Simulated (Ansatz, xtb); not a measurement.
## Relaxing a trial structure of CHCl2FGe

The starting geometry of this gas-phase triplet was built from a drawn formula by distance geometry and a force field; its bonds are those of `[F][Ge][CH](Cl)Cl`.

```xyz
6

C    -0.3122   -1.4194   -0.2642
Cl   -1.0505   -2.9948   -0.1619
Cl   -1.4875   -0.2983   -1.0738
F    -1.3736   -0.6365    2.4697
Ge    0.0784   -0.7254    1.4908
H     0.5933   -1.3897   -0.8517
```

Q: Predict what becomes of its bonds when it is optimised with r2SCAN-D4/def2-SVP.

A: It keeps its bonds, and is `[F][Ge][CH](Cl)Cl`.

The energy falls by 0.17 eV over 7 steps:

```json
{"step": "1", "E − E(last) (eV)": "0.172"}
{"step": "2", "E − E(last) (eV)": "0.055"}
{"step": "3", "E − E(last) (eV)": "0.016"}
{"step": "4", "E − E(last) (eV)": "0.002"}
{"step": "5", "E − E(last) (eV)": "0.001"}
{"step": "6", "E − E(last) (eV)": "0.000"}
{"step": "7", "E − E(last) (eV)": "0.000"}
```

Final geometry (Å):

```xyz
6

C    -0.3708   -1.3950   -0.3252
Cl   -1.0402   -3.0197   -0.1707
Cl   -1.4719   -0.2889   -1.1513
F    -1.3702   -0.6722    2.5303
Ge    0.1146   -0.6540    1.5865
H     0.5866   -1.4342   -0.8608
```

From the same start GFN2-xTB ends elsewhere, differing in C1–Ge5 (2.43 against 2.11 Å here).

No frequencies were run, so the end isn't proven a minimum. Open shells are spin-unrestricted. The triplet needn't be the ground state. Run with Ansatz 0.2.0, 53 s on 1 thread of Intel(R) Xeon(R) 6975P-C (Granite Rapids) (shared host).
